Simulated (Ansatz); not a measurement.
Ansatz results at the PBE0-D4/def2-TZVP geometry: HOMO energy (PBE/def2-TZVPP) -5.70 eV; LUMO energy (ωB97M-V/def2-TZVPP) -0.29 eV; HOMO energy (ωB97M-V/def2-TZVPP) -8.82 eV.

Each molecule was computed in one conformer, which needn't be the lowest.

Question: Which molecule gave them?
A. `BC(C)=S`
B. `[AlH2][CH2][SiH3]`
C. `BC(=C)S`
D. `[SiH3]C[NH][AlH][SH]`

Answer: C. The others give `[AlH2][CH2][SiH3]`: -6.86, 0.10, -10.26; `[SiH3]C[NH][AlH][SH]`: -5.58, 1.18, -9.04; `BC(C)=S`: -6.35, -0.26, -9.60.
